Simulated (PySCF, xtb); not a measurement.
AsH₃, SMILES [AsH3].

Geometry optimised at PBE-D3(BJ)/def2-TZVPD.

Method: PySCF 2.14.0 with IEF-PCM-M06-2X/def2-TZVPD.

The values are the electrostatic part of the solvation free energy, E(continuum) − E(gas) at the gas-phase geometry, in a cavity of scaled van der Waals radii (PySCF's table); cavitation and dispersion terms are not included. In vacuum the orbital gap is 9.58 eV. The dipole moment in vacuum is 0.31 D.

### Question
Estimate the values in water (ε = 78.36), toluene (ε = 2.37), methanol (ε = 32.61). (An estimate is asked for; the answer gives what the named calculation found.)

### Answer

| solvent | ε | ΔG(elec) (kcal/mol) | dipole (D) | gap (eV) |
|---|---|---|---|---|
| water | 78.36 | -0.6 | 0.49 | 9.61 |
| toluene | 2.37 | -0.3 | 0.38 | 9.59 |
| methanol | 32.61 | -0.6 | 0.48 | 9.61 |

For comparison, GFN2-xTB/ALPB(water) (xtb, at the GFN2-xTB geometry, all terms of that model) gives -0.8 kcal/mol.
